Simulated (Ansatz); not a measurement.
Consider the formal exchange of groups at the Si–Al bond: `[OH][AlH][SiH3]` + `O[SiH2]N[SiH3]` → `O[SiH]([SiH3])N[SiH3]` + `[OH][AlH2]`.

Program: Ansatz. Geometries: PBE0-D4/def2-TZVP. ΔE: electronic, gas phase. CCSD(T)/CBS adds triple-zeta CCSD(T) − MP2 to the extrapolated MP2 energy (def2 sets, frozen cores). This one scheme is used for every species. Functionals use def2-TZVPP. B3LYP here is the variant with VWN-RPA as its local correlation; programs differ in this. Each species was taken in one conformer, which may not be the lowest.

```csv
level,ΔE (kJ/mol),difference from CCSD(T)/CBS
r2SCAN-D4,12.9,-1.4
PBE0-D4,12.4,-1.9
B3LYP-D4,10.8,-3.5
ωB97X-V,12.4,-1.9
ωB97M-V,11.0,-3.3
PBE,17.0,2.7
r2SCAN,14.7,0.4
HF/def2-TZVPP,24.2,9.9
MP2/def2-TZVPP,13.6,-0.7
CCSD/def2-TZVPP,17.4,3.1
CCSD(T)/def2-TZVPP,15.5,1.2
HF/def2-QZVPP,24.1,9.8
MP2/def2-QZVPP,12.9,-1.4
SCS-MP2/def2-QZVPP,15.0,0.7
HF/CBS(def2),24.1,9.8
MP2/CBS(def2),12.4,-1.9
CCSD(T)/CBS,14.3,0
```

Largest T1 diagnostic among the species: 0.014.

In def2-TZVPP, CCSD(T) changes the Hartree–Fock value by −8.7 kJ/mol (the triples alone add −1.9 kJ/mol) and MP2 by −10.6 kJ/mol. The D4 term adds −9.4 kJ/mol with B3LYP and −5.3 kJ/mol with PBE0; it sums over pairs of atoms, weighted by their polarisabilities, and B3LYP, whose exchange is more repulsive, gets the larger term.
